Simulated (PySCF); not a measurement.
Ligands exchanged one at a time, Sn OH-C2H5. All species are isolated molecules in the gas phase. One relaxed conformer stands for each flexible species; it need not be the lowest. Strings in code marks are SMILES.

These are PBE-D3(BJ)/def2-TZVP // B3LYP-D3(BJ)/def2-SVP run with PySCF values and carry that method's errors. Excitations are Tamm–Dancoff values on a coarser integration grid. The basis has no diffuse functions, so Rydberg states are missing or too high.

| species | HOMO–LUMO gap (eV) | T1 excitation (TDA) (eV) |
|---|---|---|
| 0 of 4 OH replaced by C2H5 (`[OH][Sn]([OH])([OH])[OH]`) | 4.44 | 4.24 |
| 1 of 4 OH replaced by C2H5 | 4.67 | 4.42 |
| 2 of 4 OH replaced by C2H5 (`C[CH2][Sn]([OH])([OH])[CH2]C`) | 4.94 | 4.69 |
| 4 of 4 OH replaced by C2H5 | 5.62 | – |
